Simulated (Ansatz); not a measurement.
Job for Ansatz (an electronic-structure program): R-B3LYP-D3(BJ)/def2-TZVP on H2O (SMILES O).

Ansatz 0.2 input:
```yaml
crystal:
  periodic: [false, false, false]
  atoms:
    - {symbol: O, position_ang: [0.00000000, -0.00000000, 0.39750000]}
    - {symbol: H, position_ang: [0.00000000, 0.76320000, -0.19880000]}
    - {symbol: H, position_ang: [0.00000000, -0.76320000, -0.19880000]}
basis:
  gaussian:
    orbitals: def2-TZVP
hamiltonian:
  xc: b3lyp
  dispersion: d3bj
relax: {f_tol: 0.004, max_steps: 120}
scf: {lower_state_search: off}
```

### Question
Give the final energy of this run.

### Answer
-76.4636 hartree.
